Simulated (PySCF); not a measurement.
NMR data simulated for an unnamed compound:

$^{1}$H NMR (400 MHz, computed): δ 6.06 (dd, J = 64.6, 62.4 Hz, 1H), 4.56 (d of sext, J = 12.4, 1.3 Hz, 1H), 4.30 (dd, J = 12.4, 3.6 Hz, 1H), 4.28 (br, 1H).

$^{13}$C{$^{1}$H} NMR (computed): δ 128.4 (C, qdd, J = 348.6, 6.4, 2.2 Hz), 114.8 (CH, dd, J = 308.7, 306.3 Hz), 82.8 (C, qdd, J = 30.5, 26.2, 23.9 Hz), 67.3 (CH2, d, J = 4.9 Hz).

Rapidly exchanging positions averaged, in vacuum, one computed conformer, non-relativistic Hamiltonian. PBE0/pcSseg-1 with gauge-including orbitals; geometry from PBE0-D3(BJ)/def2-SVP; B3LYP/pcJ-1 coupling constants (spin–dipole term only in couplings to heteroatoms); PySCF 2.14.

References, each an isolated molecule treated in the same way: $^{1}$H (σref 31.27) and $^{13}$C (σref 184.41) vs TMS.

Question: Which of these does the molecule contain: a CF3 group, an aldehyde, a ketone, an ester?

Answer: 
- A CF3 group: yes (δC 128.4).
- An aldehyde: no.
- A ketone: no.
- An ester: no.

The data belong to SMILES FC([C@@]1(C(F)F)COBO1)(F)F, C4H4BF5O2; they needn't prove each group on their own.

Carbon signals by region: 2 in the sp2 and nitrile region (100–160 ppm), 2 at 50–100 ppm.

Hydrogens on boron are broadened and split by $^{11}$B (spin 3/2, 80 %) and 10B (spin 3). Common functionals overestimate the size of one-bond C–F couplings by tens of Hz; these are unscaled. Splittings below 1 Hz are ignored in the labels, and close J values are merged. Shifts are as computed. Against solution values, carbons near 30 ppm lie about +2 ppm off and those near 130 ppm about +5 ppm. Of 1211 compounds with measured shifts, 218 miss one by over three times the rms of a fit or turn the order of signals round; such compounds aren't used in these exercises.
